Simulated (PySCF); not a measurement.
PySCF 2.14 output of an unrestricted r2SCAN calculation on a single atom or ion in def2-TZVP (5s3p2d1f, 31 functions), with no relativity, point nucleus:

```
SCF conv_tol = 1e-09
number electrons alpha = 4  beta = 2
    J. W. Furness, A. D. Kaplan, J. Ning, J. P. Perdew, and J. Sun.,  J. Phys. Chem. Lett. 11, 8208-8215 (2020)
    J. W. Furness, A. D. Kaplan, J. Ning, J. P. Perdew, and J. Sun.,  J. Phys. Chem. Lett. 11, 9248-9248 (2020)
    J. W. Furness, A. D. Kaplan, J. Ning, J. P. Perdew, and J. Sun.,  J. Phys. Chem. Lett. 11, 8208-8215 (2020)
    J. W. Furness, A. D. Kaplan, J. Ning, J. P. Perdew, and J. Sun.,  J. Phys. Chem. Lett. 11, 9248-9248 (2020)
cycle= 1 E= -73.2517103194988  delta_E= -0.0036  |g|= 0.0131  |ddm|= 0.043
cycle= 2 E= -73.2517585786015  delta_E= -4.83e-05  |g|= 0.00173  |ddm|= 0.00467
cycle= 3 E= -73.2517594928181  delta_E= -9.14e-07  |g|= 0.000191  |ddm|= 0.000763
cycle= 4 E= -73.2517595012037  delta_E= -8.39e-09  |g|= 6.34e-06  |ddm|= 0.00012
cycle= 5 E= -73.2517595012169  delta_E= -1.32e-11  |g|= 4.33e-07  |ddm|= 5.16e-06
converged SCF energy = -73.2517595012169  <S^2> = 2.0029518  2S+1 = 3.0019672
```

The run itself started from symmetry-adapted Hartree-Fock orbitals and held the occupation by maximum overlap, on a logarithmic radial grid, so the iterations belong to that start.

Question: Which element, charge and spin multiplicity is this?

Answer: O²⁺ (oxygen, charge +2), multiplicity 3; the state was [He] 2s2 2p2, high-spin 3P determinant.
